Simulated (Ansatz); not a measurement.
Computed against measured: atomisation enthalpy at 298 K

10 molecules holding Si, Ge, B, Al, Ga, P or As; the atomisation enthalpy at 298 K in kJ/mol, computed less measured. Shapes, held fixed at every level: PBE0-D4/def2-TZVP. Thermal terms are harmonic and unscaled (PBE0-D4/def2-TZVP); the spin-orbit lowering of the free atoms is taken from their spectra. Programs: Ansatz 0.2.0. Measured values: CRC Handbook of Chemistry and Physics, NIST-JANAF tables.

Levels: A = PBE0-D4/def2-TZVPP; B = wB97X-V/def2-TZVPP; C = MP2/def2-TZVPP; D = CCSD(T)/def2-TZVPP.

| molecule | from tabulated heats | A | B | C | D |
| --- | --- | --- | --- | --- | --- |
| BOF (fluoro(oxo)borane) | 1501 | -31 | -35 | +29 | -73 |
| AlClF2 (SMILES [F][Al]([F])[Cl]) | 1609 | -43 | -13 | +50 | -47 |
| B(OH)O | 1847 | -25 | -26 | +24 | -76 |
| SiCl4 (silicon tetrachloride) | 1598 | +5 | +8 | +25 | -74 |
| SiF4 (silicon tetrafluoride) | 2382 | -81 | -36 | +55 | -80 |
| GeH4 (germane) | 1153 | -10 | +31 | -25 | +16 |
| GeI4 (SMILES [I][Ge]([I])([I])[I]) | 856 | +35 | +4 | +71 | -21 |
| SiI4 (SMILES I[Si](I)(I)I) | 987 | +24 | -8 | +50 | -56 |
| PF5 (pentafluorophosphorane) | 2308 | -61 | -10 | +45 | -108 |
| Si(CH3)3Cl | 5037 | +6 | +6 | -80 | -123 |

Question: Sum up the errors.

Answer: 
```csv
level,kind,mean error,mean absolute error,worst case
PBE0-D4/def2-TZVPP,global hybrid,-18.1,32.1,SiF4
wB97X-V/def2-TZVPP,range-separated hybrid,-7.9,17.7,SiF4
MP2/def2-TZVPP,perturbation theory,+24.4,45.4,Si(CH3)3Cl
CCSD(T)/def2-TZVPP,coupled cluster or CI,-64.2,67.4,Si(CH3)3Cl
```

On this set wB97X-V/def2-TZVPP has the smallest mean absolute error and CCSD(T)/def2-TZVPP the largest. MP2/def2-TZVPP is too high in 8 of 10; CCSD(T)/def2-TZVPP is too low in 9 of 10. The heats of AlClF2, GeI4, SiI4, PF5, Si(CH3)3Cl come from older tables and can be uncertain by 10 kJ/mol or more. The molecules' own spin-orbit binding is left out, so errors for heavy halides read too negative. Heats of the atoms come from ATcT where it has them, that of boron, 570 kJ/mol, from recent work. With so many references in doubt the order of the levels isn't settled. The tabulated values of BOF, B(OH)O are in doubt (older tables, estimates, or at odds with other calculations) and kept here. Over the 8 molecules whose values aren't doubted the mean absolute errors are A 33.1; B 14.5; C 50.1; D 65.6. For CCSD(T)/def2-TZVPP the error tends to grow with the atomisation enthalpy. Correlated wave functions converge slowly with the basis. For atoms past krypton def2 sets carry core potentials with scalar relativity. Relativity is left out for Ge. Outer-core shells of Ge, I are correlated, in sets that cover them unevenly. The set is small.
